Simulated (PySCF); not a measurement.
C₆H₈, SMILES C#C[C@H](C)C=C. Geometry optimised at PBE0-D3(BJ)/def2-SVP. The structure was generated by enumeration; whether it is a known compound was not checked. The values are those of a single conformer.

The numbers are results of PBE0-D3(BJ)/def2-SVP (PySCF 2.14.0), not measurements.

Harmonic wavenumbers (cm⁻¹): 83, 177, 206, 245, 309, 398, 511, 550, 693, 695, 701, 825, 934, 948, 977, 1029, 1097, 1101, 1191, 1276, 1303, 1317, 1383, 1427, 1463, 1468, 1743, 2243, 3058, 3062, 3157, 3164, 3170, 3175, 3262, 3491. Rotational constants (GHz): 5.387, 2.558, 1.885; symmetry number 1.

**Question.** Work out the zero-point energy and the ideal-gas rigid-rotor harmonic-oscillator thermochemistry at 298.15 K and 1 atm.

**Answer.** ZPE = ½ Σ hcν = ½ × 51834 cm⁻¹ = 310.04 kJ/mol. H − E(el) = 331.09 kJ/mol. Entropy in J/(mol K): translation 163.42, rotation 112.62, vibration 64.37, total 340.41. G − E(el) = 229.60 kJ/mol. Cp = 114.11 J/(mol K). Modes under 150 cm⁻¹ make the vibrational entropy uncertain.
